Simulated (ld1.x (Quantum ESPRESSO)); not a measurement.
u(r) = r·R(r): atom against pseudo-atom (S)

Columns: radius, all-electron u(r) and pseudo u(r) of the 3p shell (level -6.98 eV) of sulfur in the configuration [Ne] 3s2 3p4; Wu–Cohen, scalar-relativistic, TM scheme, ld1.x (Quantum ESPRESSO) 7.5.

```csv
r (bohr),all-electron,pseudo
0.085,0.1316,-0.0053
0.170,0.2784,-0.0212
0.255,0.3317,-0.0472
0.340,0.3009,-0.0826
0.425,0.2154,-0.1266
0.510,0.1013,-0.1780
0.595,-0.0233,-0.2353
0.680,-0.1465,-0.2970
0.765,-0.2612,-0.3609
0.850,-0.3639,-0.4251
0.935,-0.4529,-0.4873
1.020,-0.5280,-0.5452
1.105,-0.5896,-0.5969
1.190,-0.6383,-0.6407
1.275,-0.6752,-0.6756
1.360,-0.7015,-0.7015
1.445,-0.7186,-0.7185
1.530,-0.7276,-0.7276
1.615,-0.7298,-0.7298
1.700,-0.7263,-0.7263
1.785,-0.7182,-0.7182
1.870,-0.7062,-0.7062
1.955,-0.6911,-0.6911
2.040,-0.6736,-0.6736
2.125,-0.6543,-0.6543
2.210,-0.6336,-0.6336
```

How many radial nodes do the two functions have?

The all-electron 3p function has n − l − 1 = 1; the pseudo-wave has 0, since the states of the same l below it are removed with the core.

Is the pseudo-wave norm-conserving?

Yes: the TM scheme keeps the norm inside the radius equal to the all-electron one, which fixes the energy derivative of the logarithmic derivative at the level.
